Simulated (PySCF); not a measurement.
AlH2IO, SMILES [OH][AlH][I]. The structure is a stationary point at B3LYP-D3(BJ)/def2-TZVP. The def2 effective core potentials stand for the cores of I; spin–orbit coupling is left out. The values are those of a single conformer.

Computed equilibrium geometry at B3LYP-D3(BJ)/def2-TZVP (PySCF confirms it by a frequency run) as Cartesian coordinates in Å, and its point group (one conformer of several):
point group Cs.
```xyz
5

Al    -0.5715     1.5352     0.0000
H     -2.0621     1.9950     0.0000
I      0.0521    -0.8706     0.0000
O      0.6433     2.7091     0.0000
H      1.5825     2.5170     0.0000
```
Charge 0, spin multiplicity 1.
